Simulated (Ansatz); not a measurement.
PBE exchange is replaced step by step with exact exchange (0 % is PBE, 25 % PBE0; no dispersion term), basis def2-SVP, Ansatz. System: C19H15Br (relaxed from a model of trityl bromide, whose bonding it doesn't keep). Total charge 0; singlet. Geometry: r2SCAN-D4/def2-SVP.

Geometry of the singlet:

```xyz
35

Br    0.458   -0.412   -2.834
C    -2.333    3.430   -0.390
C    -2.675    2.255    0.281
C    -1.902    1.098    0.122
C    -0.773    1.102   -0.713
C     0.131   -0.119   -0.817
C    -0.535   -1.390   -0.307
C    -1.660   -1.918   -0.966
C    -2.328   -3.031   -0.459
C    -1.889   -3.641    0.723
C    -0.781   -3.119    1.391
C    -0.108   -2.002    0.882
C     1.502    0.113   -0.194
C     2.559   -0.780   -0.448
C     3.790   -0.629    0.187
C     3.992    0.418    1.096
C     2.948    1.303    1.364
C     1.711    1.153    0.725
C    -0.432    2.295   -1.375
C    -1.203    3.445   -1.218
H    -2.941    4.332   -0.269
H    -3.552    2.230    0.934
H    -2.177    0.190    0.663
H    -2.003   -1.450   -1.893
H    -3.196   -3.429   -0.994
H    -2.410   -4.518    1.118
H    -0.429   -3.583    2.318
H     0.752   -1.601    1.423
H     2.409   -1.596   -1.160
H     4.600   -1.331   -0.032
H     4.960    0.539    1.591
H     3.090    2.123    2.074
H     0.900    1.849    0.954
H     0.445    2.311   -2.028
H    -0.923    4.360   -1.749
```

```
exact exchange (%)  HOMO (eV)  LUMO (eV)  gap (eV)
                 0      -5.92      -2.25      3.67
                 5      -6.15      -2.09      4.06
                15      -6.60      -1.76      4.83
                25      -7.01      -1.43      5.57
                35      -7.40      -1.10      6.30
                50      -7.99      -0.60      7.39
```

(1) Estimate the row for 10 %.

Results:

(1) 
```tsv
exact exchange (%)	HOMO (eV)	LUMO (eV)	gap (eV)
10	-6.37	-1.92	4.45
```
